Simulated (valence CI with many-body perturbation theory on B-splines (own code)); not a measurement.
# E1 line list for Nd⁵⁴⁺

Level of theory: valence CI with perturbative core correlation (CI+MBPT): four valence electrons over a frozen Dirac-Fock core [He], radial functions for each j: 11 s, 11 p, 9 d, 7 f, 5 g, 2 h, 1 i, with the one-electron correlation potential Σ1 (screened to all orders), the two-electron term Σ2, the three-electron term Σ3, Breit, model QED; selected single and double excitations, second order for the rest (own B-spline code, finite nucleus).

No measured spectrum was set against this ion. As an estimate, large intervals hold to a few tenths of a per cent, small ones and those within an open d or f shell to about a per cent. Among the levels kept, up to 280 cm⁻¹ of a level comes from second order outside the variational space, and about a tenth of that is noise between levels of different J, which matters for small intervals.

Lines 201 to 250 of 271 in falling wavelength, among levels below 7555.8 eV, chosen from the strongest by gf and those to the six lowest levels. Wavelengths and rates use the calculated energies. Electric multipoles are in the length gauge, E1 and E2 with the static RPA response of the core. Weak lines are less certain than strong ones. Lines between different terms over intervals too small for the method are left out, as are lines whose strength nearly cancels. The highest levels of a list are the least certain.

Levels are named by their leading jj configuration (3d3/2^4 stands for four electrons in 3d with j = 3/2), which in mixed levels can hold well under half, so a name can repeat and another be missing. Letters in brackets count levels of one name in rising energy.

```tsv
λ vac (nm)	Upper	Lower	A (s⁻¹)	S (a.u.) with core polarisation	S without
0.1865	(2s 2p1/2 2p3/2 3d3/2) J=2 [a]	(2s 2p1/2^2 2p3/2) J=2	1.44e+14	2.31e-03	2.31e-03
0.1864	(2s 2p1/2 2p3/2 3d3/2) J=1 [a]	(2s 2p1/2^2 2p3/2) J=2	5.44e+13	5.22e-04	5.22e-04
0.1864	(2s 2p1/2 2p3/2 3d5/2) J=1 [a]	(2s 2p1/2^2 2p3/2) J=1	7.11e+13	6.82e-04	6.82e-04
0.1862	(2s 2p1/2 2p3/2 3d3/2) J=3 [a]	(2s 2p1/2^2 2p3/2) J=2	1.76e+14	3.94e-03	3.94e-03
0.1862	(2s 2p1/2 2p3/2 3p1/2) J=3	(2s^2 2p1/2 2p3/2) J=2	2.32e+14	5.17e-03	5.17e-03
0.1862	(2p1/2^2 2p3/2 3p1/2) J=2	(2s 2p1/2^2 2p3/2) J=1	3.08e+14	4.91e-03	4.91e-03
0.1861	(2p1/2^2 2p3/2 3p1/2) J=1	(2s 2p1/2^2 2p3/2) J=1	8.99e+13	8.57e-04	8.57e-04
0.1860	(2s 2p1/2 2p3/2 3d3/2) J=2 [c]	(2s 2p1/2^2 2p3/2) J=1	1.39e+13	2.21e-04	2.22e-04
0.1859	(2s 2p1/2^2 3p1/2) J=1	(2s^2 2p1/2^2) J=0	3.13e+14	2.98e-03	2.98e-03
0.1855	(2s 2p1/2 2p3/2 3d5/2) J=1 [b]	(2s 2p1/2^2 2p3/2) J=1	2.54e+14	2.40e-03	2.40e-03
0.1855	(2s 2p1/2 2p3/2 3p1/2) J=2 [b]	(2s^2 2p1/2 2p3/2) J=2	1.23e+14	1.94e-03	1.94e-03
0.1854	(2s 2p1/2 2p3/2 3d5/2) J=2 [b]	(2s 2p1/2^2 2p3/2) J=1	5.31e+13	8.35e-04	8.36e-04
0.1853	(2s 2p1/2 2p3/2 3d3/2) J=3 [b]	(2s 2p1/2^2 2p3/2) J=2	5.30e+14	1.16e-02	1.17e-02
0.1852	(2s 2p1/2 2p3/2 3d5/2) J=0	(2s 2p1/2^2 2p3/2) J=1	3.02e+14	9.46e-04	9.47e-04
0.1852	(2s 2p1/2 2p3/2 3d3/2) J=2 [b]	(2s 2p1/2^2 2p3/2) J=2	7.74e+14	1.21e-02	1.21e-02
0.1851	(2s 2p1/2 2p3/2 3d3/2) J=2 [d]	(2s 2p1/2^2 2p3/2) J=1	5.09e+14	7.96e-03	7.97e-03
0.1851	(2s 2p1/2 2p3/2 3d3/2) J=1 [b]	(2s 2p1/2^2 2p3/2) J=2	9.55e+14	8.97e-03	8.98e-03
0.1850	(2s 2p1/2 2p3/2 3p1/2) J=2 [b]	(2s^2 2p1/2 2p3/2) J=1	6.27e+12	9.80e-05	9.79e-05
0.1850	(2s 2p1/2 2p3/2 3d3/2) J=1 [d]	(2s 2p1/2^2 2p3/2) J=1	3.70e+14	3.47e-03	3.47e-03
0.1849	(2s 2p1/2 2p3/2 3d3/2) J=0 [b]	(2s 2p1/2^2 2p3/2) J=1	4.76e+14	1.49e-03	1.49e-03
0.1848	(2s 2p1/2 2p3/2 3d5/2) J=2 [a]	(2s 2p1/2^2 2p3/2) J=2	4.42e+12	6.89e-05	6.89e-05
0.1848	(2s 2p1/2 2p3/2 3p1/2) J=1 [b]	(2s^2 2p1/2 2p3/2) J=2	9.74e+13	9.10e-04	9.10e-04
0.1848	(2s 2p1/2 2p3/2 3p1/2) J=2 [c]	(2s^2 2p1/2 2p3/2) J=2	2.83e+14	4.40e-03	4.40e-03
0.1846	(2s 2p1/2 2p3/2 3d5/2) J=3 [a]	(2s 2p1/2^2 2p3/2) J=2	6.55e+13	1.42e-03	1.43e-03
0.1845	(2s^2 2p1/2 3d3/2) J=1	(2s^2 2p1/2^2) J=0	6.42e+14	5.97e-03	5.98e-03
0.1845	(2s 2p1/2 2p3/2 3d5/2) J=1 [a]	(2s 2p1/2^2 2p3/2) J=2	6.57e+12	6.11e-05	6.11e-05
0.1844	(2s^2 2p3/2 3d3/2) J=2	(2s^2 2p1/2 2p3/2) J=2	6.16e+13	9.53e-04	9.55e-04
0.1844	(2s^2 2p3/2 3d3/2) J=3	(2s^2 2p1/2 2p3/2) J=2	5.21e+14	1.13e-02	1.13e-02
0.1843	(2s 2p1/2 2p3/2 3p1/2) J=0	(2s^2 2p1/2 2p3/2) J=1	3.73e+14	1.15e-03	1.15e-03
0.1843	(2s 2p1/2 2p3/2 3p1/2) J=1 [b]	(2s^2 2p1/2 2p3/2) J=1	2.85e+14	2.65e-03	2.65e-03
0.1843	(2s 2p1/2 2p3/2 3p1/2) J=2 [c]	(2s^2 2p1/2 2p3/2) J=1	1.99e+14	3.07e-03	3.07e-03
0.1843	(2p1/2^2 2p3/2 3p1/2) J=2	(2s 2p1/2^2 2p3/2) J=2	2.12e+12	3.28e-05	3.25e-05
0.1842	(2s^2 2p3/2 3d3/2) J=1	(2s^2 2p1/2 2p3/2) J=2	5.36e+13	4.96e-04	4.97e-04
0.1842	(2s 2p1/2 2p3/2 3d3/2) J=2 [c]	(2s 2p1/2^2 2p3/2) J=2	1.24e+12	1.91e-05	1.92e-05
0.1840	(2s^2 2p3/2 3d3/2) J=2	(2s^2 2p1/2 2p3/2) J=1	1.14e+14	1.75e-03	1.75e-03
0.1839	(2s 2p1/2 2p3/2 3d3/2) J=3 [c]	(2s 2p1/2^2 2p3/2) J=2	2.14e+12	4.61e-05	4.61e-05
0.1838	(2s 2p1/2 2p3/2 3d5/2) J=3 [b]	(2s 2p1/2^2 2p3/2) J=2	1.02e+13	2.19e-04	2.19e-04
0.1838	(2s^2 2p3/2 3d3/2) J=1	(2s^2 2p1/2 2p3/2) J=1	2.92e+14	2.68e-03	2.68e-03
0.1837	(2s^2 2p3/2 3d3/2) J=0	(2s^2 2p1/2 2p3/2) J=1	3.72e+14	1.14e-03	1.14e-03
0.1837	(2s 2p1/2 2p3/2 3p1/2) J=1 [c]	(2s^2 2p1/2 2p3/2) J=2	9.46e+13	8.68e-04	8.68e-04
0.1833	(2s^2 2p3/2 3d5/2) J=2	(2s^2 2p1/2 2p3/2) J=2	6.14e+12	9.33e-05	9.34e-05
0.1832	(2s 2p1/2 2p3/2 3d3/2) J=2 [d]	(2s 2p1/2^2 2p3/2) J=2	1.82e+12	2.76e-05	2.76e-05
0.1832	(2s 2p1/2 2p3/2 3p1/2) J=1 [c]	(2s^2 2p1/2 2p3/2) J=1	2.18e+13	1.99e-04	1.98e-04
0.1831	(2s 2p1/2 2p3/2 3d3/2) J=1 [d]	(2s 2p1/2^2 2p3/2) J=2	2.42e+12	2.20e-05	2.20e-05
0.1829	(2s^2 2p3/2 3d5/2) J=3	(2s^2 2p1/2 2p3/2) J=2	2.73e+13	5.77e-04	5.77e-04
0.1829	(2s^2 2p3/2 3d5/2) J=2	(2s^2 2p1/2 2p3/2) J=1	2.93e+12	4.43e-05	4.43e-05
0.1827	(2s 2p1/2 2p3/2 3p3/2) J=3 [a]	(2s^2 2p1/2 2p3/2) J=2	6.90e+12	1.45e-04	1.45e-04
0.1827	(2s 2p1/2 2p3/2 3d5/2) J=3 [c]	(2s 2p1/2^2 2p3/2) J=2	3.93e+12	8.28e-05	8.28e-05
0.1823	(2s^2 2p3/2 3d5/2) J=1	(2s^2 2p1/2 2p3/2) J=1	1.74e+13	1.56e-04	1.56e-04
0.1822	(2s 2p1/2 2p3/2 3p3/2) J=2 [a]	(2s^2 2p1/2 2p3/2) J=2	7.80e+12	1.16e-04	1.16e-04
```
